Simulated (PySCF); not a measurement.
## Ionisation energy of Ga by level of theory

Ga [Ar] 3d10 4s2 4p1 (2P) → Ga⁺ [Ar] 3d10 4s2 (1S), as a difference of total energies. All numbers are calculated (PySCF 2.14, scalar relativity by spin-free X2C-1e, in Sapporo-DKH3-DZP-2012 (6s5p3d1f, 43 functions)). Correlated levels: valence: [Ar] 3d10 frozen. The calculations carry no spin-orbit coupling.

```csv
method,ionisation energy (eV),error (eV)
UHF,5.537,-0.394
M06-2X,5.861,-0.070
TPSS,5.986,+0.055
MP2 (valence),5.709,-0.222
SCS-MP2 (valence),5.692,-0.239
CCSD (valence),5.795,-0.136
CCSD(T) (valence),5.809,-0.122
```

Reference: 5.931 eV (measured; NIST levels, between the centres of gravity of the two terms).

Errors of the correlated levels include the incompleteness of this basis and the frozen core.
